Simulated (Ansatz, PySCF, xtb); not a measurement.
Noncovalent pair: C2H4 (SMILES C=C) (first 6 atoms) with HBr (SMILES Br); geometry from B3LYP-D3(BJ)/def2-TZVP, rigid monomers moved along the line of their centres of mass till C2···H8 is 3.40 Å.
(charge 0, multiplicity 1):
```json
[
 {"atom": "C", "x (Å)": "-0.1451", "y (Å)": "-0.5912", "z (Å)": "0.3237"},
 {"atom": "C", "x (Å)": "0.1386", "y (Å)": "0.6887", "z (Å)": "0.1154"},
 {"atom": "H", "x (Å)": "0.6302", "y (Å)": "-1.3467", "z (Å)": "0.3618"},
 {"atom": "H", "x (Å)": "-1.1637", "y (Å)": "-0.9331", "z (Å)": "0.4615"},
 {"atom": "H", "x (Å)": "-0.6367", "y (Å)": "1.4440", "z (Å)": "0.0745"},
 {"atom": "H", "x (Å)": "1.1569", "y (Å)": "1.0305", "z (Å)": "-0.0252"},
 {"atom": "Br", "x (Å)": "0.4109", "y (Å)": "0.7315", "z (Å)": "4.9229"},
 {"atom": "H", "x (Å)": "0.2860", "y (Å)": "0.5247", "z (Å)": "3.5068"}
]
```

Interaction energies are E(AB) − E(A) − E(B) at the monomers' geometry in the complex; basis-set methods are counterpoise corrected.

Run with Ansatz (an electronic-structure program) with Gaussian orbitals; PySCF for the dispersion terms; xtb for the GFN methods. 

Problem. One of these levels gives -1.43 kcal/mol for the interaction energy. Which?
A) GFN-FF
B) GFN2-xTB
C) r2SCAN-D4/def2-TZVPPD

Solution. C, r2SCAN-D4/def2-TZVPPD. The others give -0.68 (GFN-FF), -1.06 (GFN2-xTB)
